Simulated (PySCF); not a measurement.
## EPR parameters of C5H5N2S

Compound: C5H5N2S (doublet state).
Geometry (GFN2-xTB, Å), atoms numbered from 1 in this order:
```
atom  x, y, z in Å
C1     2.8580    1.4567   -0.1590
C2     2.1285    0.5421   -0.4080
C3     1.1758   -0.5494   -0.5996
N4     1.0907   -1.3386    0.6041
S5    -0.3840   -1.3385    1.1967
C6    -1.0164   -0.3173   -0.1704
C7    -2.4397    0.0587   -0.2340
N8    -0.1063   -0.0245   -0.9784
H9     3.5260    2.2470    0.0147
H10    1.5558   -1.1865   -1.4172
H11   -2.7073    0.6354    0.6501
H12   -3.0598   -0.8364   -0.2524
H13   -2.6256    0.6518   -1.1256
```

Identity: `C#C[C@H]1[N]SC(C)=N1` [radical].

Theory: UKS B3LYP, pcH-1 on C H N S, non-relativistic, mean-field spin-orbit, GIAO in PySCF 2.14.0. Isolated species at its GFN2-xTB geometry, gas phase. The geometry wasn't refined by DFT: couplings that depend on bond lengths, twists or pyramidal angles can differ widely from those at the functional's own minimum. Stability of the SCF solution: not tested.

```
g1, g2, g3                      : 2.00194, 2.00403, 2.00966
g_iso                           : 2.00521
Form of g                       : rhombic: the two nearest values differ by 27 % of g3 − g1
⟨S²⟩                            : 0.7550 (exact 0.7500)
α and β electrons               : 33, 32
HOMO–LUMO gap, α and β orbitals : 5.01, 5.21 eV
Total energy                    : -701.11577 Eh
```

Hyperfine couplings atom by atom, in 10⁻⁴ cm⁻¹; T1 to T3 are the principal values of the dipolar part (1 × 10⁻⁴ cm⁻¹ = 2.998 MHz):

```csv
atom,isotope,a_iso,of which spin–orbit,T1,T2,T3,Mulliken spin population
C1,13C,1.9,0.0,-0.8,0.0,0.7,0.00
C2,13C,29.4,0.0,-1.2,-1.0,2.2,0.04
C3,13C,-8.8,0.0,-0.8,-0.3,1.0,-0.04
N4,14N,10.1,0.1,-11.4,-11.3,22.7,0.66
S5,33S,0.6,-0.2,-10.0,-8.5,18.6,0.27
C6,13C,-3.5,0.0,-1.7,0.6,1.1,-0.03
C7,13C,0.1,0.0,-0.1,0.0,0.2,0.00
N8,14N,0.6,0.0,-1.0,-0.8,1.8,0.05
H9,1H,0.4,0.0,-0.4,-0.2,0.6,0.00
H10,1H,41.3,0.0,-1.8,-1.1,2.9,0.05
H11,1H,-0.6,0.0,-0.5,-0.4,0.8,0.00
H12,1H,-0.6,0.0,-0.5,-0.4,0.9,0.00
H13,1H,-0.5,0.0,-0.3,-0.3,0.6,0.00
```

Largest spin populations (Mulliken): N4 (+0.66) and S5 (+0.27).

Axes: g2 points within 13° of the N4–S5 bond and g3 points within 10° of the S5–C6 bond.

Under fast tumbling the dipolar parts average out, and these isotropic splittings remain: 1 × 1H (H10, I = 1/2, 2 lines) with 4.41 mT, 1 × 14N (N4, I = 1, 3 lines) with 1.08 mT, 1 × 14N (N8, I = 1, 3 lines) with 0.06 mT, 3 × 1H (H11/H12/H13, I = 1/2, 4 lines) with 0.06 mT and 1 × 1H (H9, I = 1/2, 2 lines) with 0.04 mT.

Means are taken over nuclei equivalent by connectivity, which assumes that they swap fast.

The 13C coupling of C2 (88.1 MHz) shows only in satellite lines or after enrichment, since that isotope makes up about 1.07 % of natural carbon.

The run took 96 s (grids of density and orbitals included) on one thread, Arm Neoverse V1 (aarch64), shared host, and the process peaked at 0.95 GiB of memory.
